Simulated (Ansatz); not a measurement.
Stepwise reaction of `[NH]=[W](=[NH])([OH])[OH]` with methanol, as a gas-phase model of exchange steps in deposition or etching. ΔE in kJ/mol; ΔG adds harmonic PBE0-D4 terms to CCSD(T)/CBS, at 1 bar.

Program: Ansatz. Geometries: PBE0-D4/def2-TZVP. ΔE: electronic, gas phase. CCSD(T)/CBS is the MP2 limit (def2-TZVPP, def2-QZVPP) plus CCSD(T) − MP2 in def2-TZVPP, frozen cores. This one scheme is used for every species. DFT in def2-TZVPP. B3LYP here is the variant with VWN-RPA as its local correlation; programs differ in this. def2 core potentials past Kr. For W outer-core shells are correlated without core-valence functions, which leaves a few kJ/mol of doubt a bond. One conformer a species, not always the lowest.

```json
{"step": "1", "reaction": "`[NH]=[W](=[NH])([OH])[OH]` + CH₃OH → `C[O][W](=[NH])(=[NH])[OH]` + H₂O", "PBE-D4": "-7.8", "B3LYP-D4": "-9.7", "ωB97M-V": "-5.8", "CCSD(T)/CBS": "-11.2", "ΔG(400 K)": "-13.7"}
```

(1) Give the row of step 2, `C[O][W](=[NH])(=[NH])[OH]` + CH₃OH → `C[O][W](=[NH])(=[NH])[O]C` + H₂O. (Estimate.)

(2) By hand: ΔE of the 2 steps together at CCSD(T)/CBS.

## Answers

(1) Computed: 
```csv
step,reaction,PBE-D4,B3LYP-D4,ωB97M-V,CCSD(T)/CBS,ΔG(400 K)
2,`C[O][W](=[NH])(=[NH])[OH]` + CH₃OH → `C[O][W](=[NH])(=[NH])[O]C` + H₂O,-7.5,-9.4,-5.3,-10.7,-8.7
```

(2) (-11.2) + (-10.7) = -21.9 kJ/mol, or -10.9 kJ/mol a step.

In ΔE the steps differ by no more than 0.5 kJ/mol. All are downhill at CCSD(T)/CBS. ΔG lies between -13.7 and -8.7 kJ/mol a step. PBE-D4 differs from CCSD(T)/CBS by 3.2 to 3.4 kJ/mol a step. Isolated molecules leave out the surface, adducts and barriers. Largest T1 diagnostic: 0.020.
